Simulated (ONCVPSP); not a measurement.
## Co (Z = 27), ONCV: configuration errors across variants

- Element: Co (Z = 27)
- Generator: ONCVPSP 4.0.1
- Type: optimised norm-conserving Vanderbilt (ONCV)
- Functional: BLYP
- Relativity: scalar-relativistic
- Frozen core: [Ne] 3s2
- Valence charge: 15
- Reference configuration: 3p6 3d7 4s1.5 (charge +0.5)
- Partial waves: 4s: rc 2.45 bohr, ncon 4, nbas 7, qcut 2.7 1/bohr, 2 projectors, debl 1.2 Ha; 3p: rc 0.90 bohr, ncon 4, nbas 9, qcut 7.9 1/bohr, 3 projectors, debl 3.8 Ha; 3d: rc 1.75 bohr, ncon 4, nbas 9, qcut 10.1 1/bohr, 2 projectors, debl 0.5 Ha; f scattering state at 0.03 Ha: rc 2.65 bohr, ncon 4, nbas 7, qcut 4 1/bohr, 2 projectors, debl 2.5 Ha
- Local potential: polynomial inside 0.60 bohr (lpopt 5, dvloc0 2 Ha)
- Core correction: none

All-electron excitation energies from the reference (eV): (1) 3p6 3d7 4s2 -3.590; (2) 3p6 3d7 4s1 5.453; (3) 3p6 3d7 4s0 22.426; (4) 3p6 3d6 4s0 58.300.

1 further variants failed, have other tests or too few solved ones, and are left out.

A true bound ghost makes a file unfit for plane-wave use even where its test errors are small: the radial tests pick states by their node count and pass the ghost by.

Errors AE − PS in meV (a dash: test not solved or not reliable):

```tsv
change	(1)	(2)	(3)	(4)	bound ghosts	GHOST(+) flags above zero
base	+0.3	-0.9	-9.4	+80	s, f	none
all radii scaled by about 0.78 (s 1.92, p 0.70, d 1.36, f 2.08 bohr); local potential polynomial inside 0.46 bohr (lpopt 5, dvloc0 2 Ha)	-0.1	-1.3	-11	+106	s, p, f	s, p
all radii scaled by about 0.86 (s 2.10, p 0.78, d 1.50, f 2.28 bohr); local potential polynomial inside 0.52 bohr (lpopt 5, dvloc0 2 Ha)	0.0	-1.1	-8.1	+111	s, f	s, p
all radii scaled by about 0.95 (s 2.32, p 0.86, d 1.66, f 2.52 bohr); local potential polynomial inside 0.56 bohr (lpopt 5, dvloc0 2 Ha)	+0.2	-0.9	-7.3	+96	s, f	s
all radii scaled by about 1.11 (s 2.72, p 1.00, d 1.94, f 2.94 bohr); local potential polynomial inside 0.66 bohr (lpopt 5, dvloc0 2 Ha)	+0.2	-1.4	-21	+25	s, f	s
all radii scaled by about 1.22 (s 3.00, p 1.10, d 2.14, f 3.24 bohr); local potential polynomial inside 0.74 bohr (lpopt 5, dvloc0 2 Ha)	-0.4	-2.8	-47	-50	s	f
```

**Question.** Give the same row for: all radii scaled by about 1.14 (s 2.80, p 1.02, d 2.00, f 3.04 bohr); local potential polynomial inside 0.68 bohr (lpopt 5, dvloc0 2 Ha).

**Answer.** +0.1, -1.7, -27, +6.5; bound ghosts: s, f; GHOST(+) flags above zero: s.
